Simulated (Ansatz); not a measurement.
`OP([SiH3])S` + `[BH2][GeH2][CH3]` → `[BH2][GeH2][CH2][SiH3]` + `OPS`  (formal exchange of groups at the Si–P bond)

Program: Ansatz. Geometries: PBE0-D4/def2-TZVP. ΔE: electronic, gas phase. CCSD(T)/CBS adds triple-zeta CCSD(T) − MP2 to the extrapolated MP2 energy (def2 sets, frozen cores). Functionals use def2-TZVPP. B3LYP here is the variant with VWN-RPA as its local correlation; programs differ in this. For Ge outer-core shells are correlated without core-valence functions, which leaves a few kJ/mol of doubt a bond. Scalar relativity is left out up to krypton. Each species was taken in one conformer, which may not be the lowest.

```csv
level,ΔE (eV)
PBE0-D4,0.14
B3LYP,0.10
MP2/def2-TZVPP,0.02
CCSD/def2-TZVPP,0.02
HF/def2-QZVPP,-0.02
HF/CBS(def2),-0.02
MP2/CBS(def2),0.03
CCSD/CBS(def2),0.03
```

What does CCSD(T)/CBS give? (Estimate.)

Ansatz gave: +0.04 eV. The listed levels differ from it by 0.10, 0.06, -0.02, -0.02, -0.06, -0.06, -0.01, -0.01 eV.

Largest T1 diagnostic among the species: 0.014.

From PBE to PBE0 (25 % exact exchange), in def2-TZVPP and without D4, ΔE moves by −0.05 eV.
